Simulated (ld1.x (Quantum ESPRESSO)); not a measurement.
Transferability test, PAW potential for neon (Ne)

ld1.x (Quantum ESPRESSO) 7.5 input, shortened:

```
&input
   title='Ne', zed=10., rel=1, dft='BP', iswitch=3,
   config='[He] 2s2 2p5'
 /
 &inputp
   pseudotype=3, lpaw=.true., tm=.true., lloc=-1, rcloc=0.65,
   nlcc=.true., new_core_ps=.true., rcore=0.60,
   which_augfun='PSQ', rmatch_augfun_nc=.true.
 /
4
2S  1  0   2.00   0.00  0.45  0.60  0.0
2S  1  0   0.00  -1.45  0.45  0.60  0.0
2P  2  1   5.00   0.00  0.85  1.00  0.0
2P  2  1   0.00  -0.20  0.85  1.00  0.0
 &test
   configts(1)='2s2 2p5'
 /
```

Energies are relative to the spin-unpolarised reference configuration 2s2 2p5; without spin polarisation the order of configurations can differ from experiment.

| valence configuration | charge | ΔE all-electron (eV) | error AE − PS (meV) |
| --- | --- | --- | --- |
| 2s2 2p6 | 0 | -22.563 | +1.3 |
| 2s2 2p4 | +2 | 43.356 | -4.9 |
| 2s2 2p3 | +3 | 110.878 | -17 |
| 2s2 2p5.5 | +0.5 | -13.651 | +0.8 |
| 2s2 2p2 | +4 | 205.601 | -35 |

Q: What are ΔE and the potential's error for 2s1 2p6?

A: ΔE = 23.412 eV all-electron; the error (AE − PS) is -1.8 meV.
